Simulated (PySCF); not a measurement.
Hf⁶⁸⁺ (hafnium, charge +68): Hartree-Fock from Schrödinger to Dirac-Coulomb-Breit

Occupied: 1s1/2, 2s1/2. Hartree-Fock calculated with PySCF 2.14 in an even-tempered Gaussian basis (19 s from 17 bohr⁻², ratio 2.3; 15 p from 21 bohr⁻², ratio 2.3), Gaussian nucleus throughout. NR is non-relativistic, sf-X2C the spin-free one-electron X2C Hamiltonian, X2C adds the bare one-electron spin-orbit term, X2C-SNSO screens it by Boettger's factors, DC is four-component Dirac-Coulomb, and the Gaunt and Breit terms are added at first order (total energies over the DC spinors, levels after relaxing the spinors in that mean field). QED terms are absent. Levels marked empty are virtual spinors of this ion.

```csv
Hamiltonian,E (hartree)
NR,-6367.2936
sf-X2C,-6896.5982
X2C,-6896.5982
X2C-SNSO,-6896.5982
DC,-6899.9804
DC+Gaunt,-6893.2829
DC+Breit,-6893.4286
```

```tsv
level (eV)	NR	sf-X2C	X2C	X2C-SNSO	DC	DC+Gaunt	DC+Breit
1s1/2	-68543.7	-73868.9	-73868.9	-73868.9	-73949.9	-73789.3	-73791.2
2s1/2	-16570.9	-18201.5	-18201.5	-18201.5	-18211.3	-18191.9	-18193.9
2p1/2 (empty)	-16161.1	-16767.0	-17727.3	-17696.0	-17706.9	-17671.5	-17676.2
2p3/2 (empty)	-16161.1	-16767.0	-16382.4	-16392.4	-16394.5	-16375.5	-16380.3
3s1/2 (empty)	-7153.9	-7703.7	-7703.7	-7703.7	-7706.4	-7701.0	-7701.8
```

**Question.** How large are the two-electron picture-change error of X2C and the Breit correction in the total energy?

**Answer.** X2C-1e lies 3.3822 hartree above Dirac-Coulomb; Gaunt adds 6.6975 and the full Breit term 6.5518 hartree.

```
interval (eV)   X2C  X2C-SNSO    DC  DC+Gaunt  DC+Breit
2p3/2 − 2p1/2  1345      1304  1312      1296      1296
```

Weight of the small component: 1s1/2 0.0738, 2s1/2 0.0180, 2p1/2 0.0178, 2p3/2 0.0164, 3s1/2 0.00759.

Koopmans' value for the highest occupied level at DC+Breit: 18193.9 eV, against an ionisation energy of 18180 ± 50 eV (theoretical estimate listed by NIST; NIST Atomic Spectra Database, ionization energies); the former lacks relaxation, correlation, QED and recoil.

The whole ladder took 120 s of wall time on 1 thread of Neoverse-N1 (shared host), launched as `OMP_NUM_THREADS=1 python relrun2.py TASK.json OUT` (a driver that calls PySCF for each Hamiltonian).
